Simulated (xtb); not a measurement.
BiCl$_{2}$ (SMILES [Cl][Bi+][Cl]), charge +1, singlet, from a rough starting geometry (GFN-xTB shapes and energies of metal compounds can be far from the true ones).

Here is a job for xtb.
```
$ xtb mol.xyz --gfn 2 --chrg 1 --opt vtight --json

# file mol.xyz
3

Bi     0.75665168    -0.05966929     0.82280923
Cl     0.98074402     0.36266200    -1.50411158
Cl    -1.65938969    -0.29483996     0.68596839
```

What does this run give for the total energy at the end of the optimisation, HOMO-LUMO gap?


```yaml
total_energy_at_the_end_of_the_optimisation: -11.0513 Eh
HOMO-LUMO gap: 1.60 eV
```
